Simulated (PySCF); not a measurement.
**`C[C@@H]1CC[Si@@H]1CCl`, C5H11ClSi**

Cartesian coordinates in Å; atom numbers follow the order of the lines, from 1:
```xyz
18

C    -0.6860    1.7362   -0.2407
C    -0.5436    0.3774   -0.9146
C    -1.5824   -0.6534   -0.4164
C    -0.6906   -1.5373    0.4776
Si    0.8770   -0.7409   -0.2686
C     2.1306    0.0318    0.9474
Cl    3.3912    0.8506   -0.0134
H    -0.6914    1.6316    0.8425
H     0.1370    2.3912   -0.5183
H    -1.6188    2.2133   -0.5394
H    -0.5927    0.5198   -1.9946
H    -1.9862   -1.2287   -1.2476
H    -2.4147   -0.1959    0.1165
H    -0.8407   -2.6021    0.3262
H    -0.8476   -1.3348    1.5351
H     1.6133   -1.5253   -1.2621
H     2.6365   -0.7119    1.5570
H     1.7001    0.7849    1.6017
```

Computed with PySCF, TDDFT B3LYP/def2-SVPD circular dichroism and optical rotation, one conformer, gas phase. Geometry: GFN2-xTB.

The molecule is flexible and this is one conformer; a measurement averages over conformers.

(1) Draw the ECD and absorption spectra from the lowest 8 states, each a Gaussian of half-width 0.2 eV at 1/e height.

Results:

(1) 
```csv
E (eV),λ (nm),Δε (L mol⁻¹ cm⁻¹),ε (L mol⁻¹ cm⁻¹)
5.73,217,+0.06,3.65
5.83,213,+0.54,34.6
5.93,209,+3.10,200
6.03,206,+10.76,711
6.13,202,+22.17,1620
6.23,199,+25.31,2650
6.33,196,+9.56,3880
6.43,193,-15.73,5340
6.53,190,-30.83,5690
6.63,187,-29.27,4230
6.73,184,-16.83,2760
6.83,182,+2.32,2960
6.93,179,+20.38,4320
```
Δε uses R in velocity form, ε uses f in length form. Only the states computed contribute, so the short-wavelength end is incomplete.
